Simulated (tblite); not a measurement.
C2H3N3, charge -1, doublet, geometry from GFN2-xTB (a state made from the parent by changing its charge; the spin is typed, not shown lowest); IPEA1-xTB in tblite.

tblite was given this input:
```
$ tblite run mol.xyz --method ipea1 --charge -1 --spin 1 --json tblite.json --no-restart

# file mol.xyz
8

C      1.10860021    -0.01508195    -0.12797439
N      0.44625517     1.13489611    -0.13199815
C     -0.83601278     0.76774927     0.12797594
N     -0.93232351    -0.66726295     0.22383552
N      0.40632925    -1.13732239     0.03728586
H      2.18355403    -0.05782841    -0.26050758
H     -1.68976664     1.35226865    -0.19430976
H     -1.57113837    -1.12261954    -0.44905469
```

It wrote (shortened):

```
xTB calculator
 | screened Coulomb repulsion
 | Coulomb electrostatics
 |  * isotropic Klopman-Ohno-Mataga-Nishimoto electrostatics
 |  * onsite third-order electrostatics
 | DFT-D3(BJ) dispersion correction

halogen bonding energy    0.0000000000000E+00 Eh
repulsion energy          2.0170103766793E-01 Eh
dispersion energy        -2.3138102635274E-03 Eh
number of electrons       2.7000000000000E+01 e
integral cutoff           4.0000000000000E+01 bohr

------------------------------------------------------------
  cycle        total energy    energy error   density error
------------------------------------------------------------
      1     -17.27309188354  -1.7472479E+01   6.2219942E-01
      2     -17.38612797507  -1.1303609E-01   5.3410582E-01
      3     -17.97848038727  -5.9235241E-01   2.7456788E-01
      4     -18.02161459898  -4.3134212E-02   5.5329122E-02
      5     -18.03759080169  -1.5976203E-02   2.0652322E-02
      6     -18.03927431009  -1.6835084E-03   8.4229184E-03
      7     -18.03945376714  -1.7945705E-04   3.7043094E-03
      8     -18.03947933076  -2.5563617E-05   1.9179487E-03
      9     -18.03948532347  -5.9927145E-06   3.7465232E-04
     10     -18.03948575657  -4.3309629E-07   1.2824027E-04
     11     -18.03948577886  -2.2295747E-08   2.4045411E-05
     12     -18.03948578136  -2.4972167E-09   1.2559599E-05
------------------------------------------------------------

electronic energy        -1.8238873008764E+01 Eh
total energy             -1.8039485781360E+01 Eh

Post processing:
 | Mayer-Wiberg bond orders

[Info] JSON dump of results written to 'tblite.json'
```
